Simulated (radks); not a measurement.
Species: C V. Configuration: 2p2 (not the ground configuration).

All-electron calculation, non-relativistic Kohn-Sham, BLYP, spin-polarised, spherical densities, point nucleus; open shells are filled with parallel spins first. Program: a radial shooting solver on a logarithmic mesh with Libxc functionals.

Energy parts (eV):
total: -221.641
kinetic: 221.641
electron-nucleus: -465.899
Hartree: 56.100
exchange-correlation: -33.483

Orbitals (lengths in bohr, moments of r in powers of bohr; <r^-3> diverges for s and p1/2; r(90%) holds 90 % of the orbital's charge):
orbital  occ.  eigenvalue (eV)  r(90%)  <1/r>     <r>  <r^-3>
2p up       2         -87.5537    1.42  1.427  0.8827   7.900

The highest occupied level is 2p up at -87.554 eV. The electron density at the nucleus is 4.332e-13 e/bohr^3. Spin moment in Bohr magnetons: 2.
